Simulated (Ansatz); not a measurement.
ScH, closed-shell singlet (the spin of the measured ground state), most abundant isotopes (44.9559 and 1.0078 u). Constants from fifth-degree fits in 1/R to seven points on the lowest solution found; no spin–orbit coupling, no relativity up to Kr; ω_e x_e and α_e move by some per cent with the fit.

Correlated levels freeze the inner cores; with def2 sets outer-core shells near the valence are correlated too.

Codes used: Ansatz (Gaussian basis) for Hartree–Fock, density functionals and correlated methods. 

Total energies (hartree; each atom in its lowest state at that level) and vibrational constants (cm⁻¹):

```csv
level,E(ScH) at r_e,E(Sc),E(H),ω_e,ω_e x_e
B3LYP/def2-TZVPP,-761.219558,-760.630754,-0.502154,1624,22
wB97M-V/def2-TZVPP,-761.150742,-760.571018,-0.494111,1644,21
CCSD(T)/def2-QZVPP,-760.640326,-760.052562,-0.499983,1664,31
CCSD(T)/def2-TZVPP,-760.579197,-759.990719,-0.499810,1635,25
```

Problem. Work out D_e and D₀ in eV.

Solution. 
D_e = E(Sc) + E(H) − E(molecule), times 27.2114 eV; D₀ = D_e − (ω_e/2 − ω_e x_e/4)/8065.54.
- B3LYP/def2-TZVPP: D_e = 2.358, zero point 0.100, D₀ = 2.258 eV
- wB97M-V/def2-TZVPP: D_e = 2.330, zero point 0.101, D₀ = 2.228 eV
- CCSD(T)/def2-QZVPP: D_e = 2.389, zero point 0.102, D₀ = 2.286 eV
- CCSD(T)/def2-TZVPP: D_e = 2.413, zero point 0.101, D₀ = 2.312 eV
No counterpoise correction is made.

Doubts at one or more of the structures used: a restricted determinant that unrestricted orbitals would lower (CCSD(T)/def2-QZVPP, CCSD(T)/def2-TZVPP).

Ansatz is an electronic-structure program.
